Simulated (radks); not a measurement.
Polarisability of the thallium ion Tl+, [Hg], at imaginary frequency. Calculated with a radial shooting solver on a logarithmic mesh with Libxc functionals: non-relativistic Kohn-Sham, LB94 model potential, spin-unpolarised, spherical densities, point nucleus; relativity is left out, which matters for an element this heavy. Response by self-consistent Sternheimer equations with the Hartree and adiabatic LDA kernel.

| w (hartree) | alpha1(iw) (bohr^3) | alpha2(iw) (bohr^5) |
|---|---|---|
| 0.00266 | 25.11 | 133.0 |
| 0.0143 | 25.06 | 132.9 |
| 0.0360 | 24.79 | 132.4 |
| 0.0697 | 23.96 | 130.6 |
| 0.118 | 22.13 | 126.3 |
| 0.186 | 19.06 | 117.5 |
| 0.280 | 15.14 | 102.7 |
| 0.413 | 11.26 | 81.94 |
| 0.605 | 8.070 | 58.56 |
| 0.892 | 5.635 | 37.48 |
| 1.35 | 3.751 | 21.70 |
| 2.12 | 2.250 | 11.32 |
| 3.59 | 1.118 | 5.044 |
| 6.94 | 0.4184 | 1.664 |
| 17.5 | 0.1019 | 0.3028 |

Static values: alpha1 = 25.11 bohr^3 (3.721 angstrom^3; uncoupled 51.11), alpha2 = 133.0 bohr^5, alpha3 = 1365 bohr^7. C6 = 191.4, C8 = 5843, triple-dipole C9 = 3201 atomic units. One-pole (London) frequency 4 C6 / (3 alpha1^2) = 0.405 hartree, against 0.717 for minus the highest occupied eigenvalue.
